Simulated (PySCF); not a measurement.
# Computed properties of Ge(H)(Br)(NH2)2 (BrGeH5N2), SMILES [NH2][GeH]([NH2])[Br]

BrGeH5N2, SMILES [NH2][GeH]([NH2])[Br]. The structure is a stationary point at TPSSh-D3(BJ)/def2-SVP. The structure was generated by enumeration, and PubChem lists no compound with its InChIKey, so it may never have been made. The values are those of a single conformer. All values are computed for the isolated molecule unless a solvent is named; none is compared with measurement here.

**Structure.** All 21 harmonic modes at TPSSh-D3(BJ)/def2-SVP (PySCF) are real, so it is a minimum. With heavy atoms numbered as in [GeH:1]([NH2:2])([NH2:3])[Br:4], the shortest bond between them is Ge1–N2 at 1.819 Å and the longest Ge1–Br4 at 2.344 Å.

**Vibrations.** The strongest infrared lines (harmonic, unscaled, degenerate partners summed) lie at 557 cm⁻¹ (235 km/mol, H 67 %, N 32 %), 530 cm⁻¹ (190 km/mol, H 72 %, N 25 %), 2145 cm⁻¹ (146 km/mol, H 99 %). The softest mode is at 145 cm⁻¹ and the zero-point energy is 37.9 kcal/mol.

**Electronic structure.** M06-2X/def2-TZVP (PySCF) places the frontier levels at -9.10 and 1.07 eV, a gap of 10.17 eV, and gives a dipole moment of 1.87 D and a mean polarisability of 63.6 bohr³. PBE/def2-TZVP (PySCF) at the same geometry gives -6.31 and -0.93 eV, so its gap is 4.79 eV narrower. An orbital gap is neither the optical nor the fundamental gap.

**Excitations.** TDA-B3LYP/def2-SVPD (PySCF) has S1 at 6.15 eV (202 nm, f = 0.022, weak); the most intense of the 10 singlets computed lies at 7.17 eV (f = 0.07). T1 (TDA) is at 5.56 eV, 0.59 eV under S1. TDA-PBE/def2-SVPD (PySCF) puts S1 at 5.46 eV. No vertical singlet excitation falls in the visible range (under 3.1 eV).

**NMR.** GIAO shifts at B3LYP/pcSseg-1 (PySCF) (non-relativistic, atoms alike by connectivity averaged): ¹H from 1.1 to 6.5 ppm against TMS. Without spin–orbit terms, shifts of atoms bonded to Cl or Br come out too high.
